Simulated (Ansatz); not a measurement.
```yaml
crystal:
  periodic: [false, false, false]
  atoms:
    - {symbol: Sr, position_ang: [-1.310758, 0.393769, -0.139961]}
    - {symbol: Sr, position_ang: [1.728071, -0.187732, -0.299412]}
    - {symbol: O, position_ang: [0.138480, 1.170991, 0.053986]}
    - {symbol: O, position_ang: [-0.136095, -1.454595, -0.204189]}
basis:
  gaussian: {orbitals: STO-3G}
hamiltonian: {xc: {name: r2SCAN}}
accuracy: high
scf: {omitted_lower_state_checks: [starts]}
output: {forces: true}
```

```sh
$ ansatz run in.yaml --threads 4 --pin off --events-out ev --progress --plain --max-ram 3916MiB
```

Shortened log:

```
Functional definition: r2SCAN
927 factors; integrals over basis functions are off by at most 4.4e-9 eV
mean field evaluation 1: about -172751.6330 eV, gradient 4.8e1 eV
mean field evaluation 2: about -172439.8894 eV, gradient 2.0e2 eV
mean field evaluation 4: about -172747.0432 eV, gradient 8.2e1 eV
mean field evaluation 8: about -172770.3713 eV, gradient 8.4e-1 eV
mean field evaluation 16: about -172770.3417 eV, gradient 1.9e-6 eV
mean field -172770.34167798 eV, -6349.1929487220 hartree, gradient 5.3e-8 eV, S^2 0.000000; 0 other end points of the search recorded, 0 dependent functions left out
reference -172770.34167848 eV, -6349.1929487403 hartree; 46, 46 occupied and 8, 8 virtual orbitals, 927 factors
Total energy: -172770.34167848 eV, -6349.1929487403 hartree
Atom 0 at    -1.310758     0.393769    -0.139961 Å, force   -25.132730    -8.168494    -2.630095 eV/Å
Atom 1 at     1.728071    -0.187732    -0.299412 Å, force     5.711107    -1.608680    -0.699897 eV/Å
Atom 2 at     0.138480     1.170991     0.053986 Å, force    18.902324    13.890755     3.413649 eV/Å
Atom 3 at    -0.136095    -1.454595    -0.204189 Å, force     0.519299    -4.113581    -0.083657 eV/Å
Dipole moment:     0.431892     0.230014    -0.094033 e Å
Checks for a lower state left out: starts
```

Run time 6 s (4 threads of Arm Neoverse V2 on a shared host).
